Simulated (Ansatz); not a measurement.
One change: `CO[SiH2][SiH2]N` becomes `CO[SiH2]C`.

Ansatz, PBE0-D4/def2-TZVP geometries, multiplicity 1. Each molecule was computed in one conformer, which needn't be the lowest.

| property | `CO[SiH2][SiH2]N` |
| --- | --- |
| HOMO energy (B3LYP/def2-TZVPP) / eV | -6.90 |
| size of the dipole moment (PBE/def2-TZVPP) / D | 2.26 |
| HOMO–LUMO gap (B3LYP/def2-TZVPP) / eV | 6.54 |
| HOMO–LUMO gap (PBE/def2-TZVPP) / eV | 4.79 |
| size of the dipole moment (B3LYP/def2-TZVPP) / D | 2.30 |
| HOMO–LUMO gap (PBE0/def2-TZVPP) / eV | 6.93 |

Task: Give the same properties after the change, and the shifts. (Best estimate.)

Result: Ansatz gave: 
| property | `CO[SiH2]C` | shift |
| --- | --- | --- |
| HOMO energy (B3LYP/def2-TZVPP) / eV | -7.73 | -0.83 |
| size of the dipole moment (PBE/def2-TZVPP) / D | 1.41 | -0.85 |
| HOMO–LUMO gap (B3LYP/def2-TZVPP) / eV | 8.36 | 1.82 |
| HOMO–LUMO gap (PBE/def2-TZVPP) / eV | 6.43 | 1.64 |
| size of the dipole moment (B3LYP/def2-TZVPP) / D | 1.44 | -0.86 |
| HOMO–LUMO gap (PBE0/def2-TZVPP) / eV | 8.82 | 1.89 |

With PBE0 the HOMO falls by 0.85 eV and the LUMO rises by 1.03 eV, so the gap widens by about 1.88 eV. PBE moves the HOMO by -0.66 eV and ωB97M-V by -1.05 eV. Dipoles are sizes alone; their direction can turn.

B3LYP here is the variant with VWN-RPA as its local correlation; programs differ in this.
